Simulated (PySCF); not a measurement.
## Electron correlation in Ho⁺ (holmium, charge +1)

[Xe] 4f11 6s1, one real determinant. All numbers are calculated (PySCF 2.14, the spin-free X2C one-electron Hamiltonian (Gaussian nucleus), in cc-pVTZ-X2C (10s9p7d5f3g1h, 145 functions)). Frozen: [Kr] 4d10; 20 electrons correlated.

MP2 pair energies summed by pair of shells (mhartree):

```tsv
pair	energy	share (%)
4f-4f	-477.16	46.4
4f-5p	-278.54	27.1
5p-5p	-129.84	12.6
4f-5s	-66.09	6.4
5s-5p	-37.34	3.6
5p-6s	-19.21	1.9
4f-6s	-11.39	1.1
5s-5s	-6.93	0.7
5s-6s	-1.07	0.1
```

Total MP2 correlation energy: -1027.6 mhartree.

Same-spin part -396.18 and opposite-spin part -631.39 mhartree; SCS-MP2 scales them by 1/3 and 6/5 to -889.73 mhartree.

The reference is one real determinant that mixes LS terms of this configuration.
